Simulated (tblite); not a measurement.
Isomers of C4H13PSi2. Calculated harmonic vibrations of the isolated species, GFN2-xTB (tblite), most abundant isotopes, no scaling. This tight-binding method is rough: wavenumbers can miss measured ones by several per cent, in bad cases by 10 to 20. Modes of hydrogen on phosphorus and silicon can be 10 to 20 % off. One conformer each.

Electronic energies: GFN2-xTB at the same geometries; isomer energies are rough at this level and their order can be wrong.

```csv
SMILES,"electronic energy, lowest = 0 (kcal/mol)"
C[Si@@H]1CCC[Si@@H]1P,12.4
C=CC[Si@@H](C)P[SiH3],17.8
CC/C=C/[Si@H]([SiH3])P,24.3
CC[Si@@H]1CC[SiH2]P1,0.0
```

Problem. How do GFN2-xTB zero-point energies change the relative energies?

Solution. 
| SMILES | ZPE (kcal/mol) | of it from modes above 1550 cm⁻¹ | electronic (kcal/mol) | with ZPE, lowest = 0 (kcal/mol) | lowest mode (cm⁻¹) | rings |
| --- | --- | --- | --- | --- | --- | --- |
| CC[Si@@H]1CC[SiH2]P1 | 97.3 | 51.3 | 0.0 | 0.0 | 34 | 1 |
| C[Si@@H]1CCC[Si@@H]1P | 96.7 | 51.3 | 12.4 | 11.9 | 46 | 1 |
| C=CC[Si@@H](C)P[SiH3] | 92.8 | 53.3 | 17.8 | 13.3 | 32 | 0 |
| CC/C=C/[Si@H]([SiH3])P | 92.3 | 51.8 | 24.3 | 19.3 | 21 | 0 |

The zero-point energies span 5.0 kcal/mol, from `CC/C=C/[Si@H]([SiH3])P` to `CC[Si@@H]1CC[SiH2]P1`. The order is unchanged.

Problem. What do entropy and thermal enthalpy add at 298.15 K and 1 bar (rigid rotor, harmonic oscillator, one conformer each)?

Solution. 
```
               SMILES  point group  symmetry number  S (cal/(mol K))  H − H(0) (kcal/mol)  ZPE + H − H(0) − TS (kcal/mol)
 CC[Si@@H]1CC[SiH2]P1           C1                1            103.1                 7.48                            74.0
C[Si@@H]1CCC[Si@@H]1P           C1                1            106.1                 7.83                            72.9
C=CC[Si@@H](C)P[SiH3]           C1                1            115.0                 8.70                            67.2
```

Not tabulated: `CC/C=C/[Si@H]([SiH3])P` (lowest mode only 21 cm⁻¹).
